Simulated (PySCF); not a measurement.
Computed structure and properties of [BiO3]−

System: [BiO3]− (singlet); start: template (D3h). Method: PySCF 2.14.0, RKS BP86, Bi def2-SVP with ECP60, O def2-SVP; non-relativistic Hamiltonian with scalar-relativistic core potentials where named; density fitting; no spin-orbit coupling.

Input of the relaxation:

```python
mol = gto.M(atom='''
Bi    -0.00000     0.00000    -0.00000
O      1.70201    -0.00001    -0.00000
O     -0.85100     1.47399    -0.00000
O     -0.85102    -1.47398     0.00000''',
    basis={'Bi': 'def2-SVP', 'O': 'def2-SVP'},
    ecp={'Bi': 'def2-SVP'},
    charge=-1, spin=0)
mf = dft.RKS(mol, xc='B88,P86')
mf.grids.atom_grid = (50, 194)
mf = mf.density_fit()  # fitting sets: Bi def2-universal-JKFIT, O def2-universal-JKFIT
mf.conv_tol = 1e-08; mf.max_cycle = 55
mf.kernel(dm0)  # dm0: converged density of the start geometry
# quasi-Newton relaxation in Cartesian coordinates to a largest gradient under 0.00045 Eh/bohr, steps kept in the point group
```

Run from Python with OMP_NUM_THREADS=2; the lines above give its settings. Where DIIS fails, smearing, a level shift and second-order steps follow.
It took 7.1 s on 2 threads of Arm Neoverse V2 (shared host), from the converged density of the start.

Course of the relaxation:

```
step  energy above end (eV)  largest force component within the symmetry (eV/Å)
   0                 5.5031                                              15.885
   1                 0.3110                                               2.590
   2                 0.0812                                               1.237
   3                 0.0030                                               0.227
   4                 0.0000                                               0.024
   5                 0.0000                                               0.001
```

Relaxed geometry (D3h):

```xyz
4

Bi    0.0000    0.0000    0.0000
O     1.9999    0.0000    0.0000
O    -0.9999    1.7320    0.0000
O    -1.0000   -1.7320    0.0000
```

```tsv
contact	Å
Bi1–O2 (O)	2.000
Bi1–O3 (O)	2.000
Bi1–O4 (O)	2.000
```

On the finer grid (75, 302):

The HOMO is -0.50 eV, the LUMO is 1.17 eV and the dipole about the centre of mass is 0.00 D. The set of Mulliken populations of Bi1 outside the core potential is s 3.63, p 8.20, d 10.38 and the D3(BJ) dispersion energy (not in the energies) is -0.133 eV.

```csv
atom,Mulliken (e),Löwdin (e),spin (e)
Bi1,0.79,0.63,0.00
O2,-0.60,-0.54,0.00
O3,-0.60,-0.54,0.00
O4,-0.60,-0.54,0.00
```

On the grid (50, 194), as all that follows. Harmonic modes: a minimum; lowest 138 cm⁻¹ (negative: unstable), highest 658 cm⁻¹, zero-point energy 0.153 eV.

Rigid scan of O along the line from its metal, all other atoms held (where the atom bridges, its other bond changes as well):

(distance to O2 (Å), energy (eV)): (1.70, 1.776), (1.80, 0.658), (1.90, 0.139), (2.00, 0.000), (2.10, 0.098), (2.20, 0.332), (2.30, 0.640), (2.45, 1.146)

One start shape was tried, so this needn't be the lowest isomer.
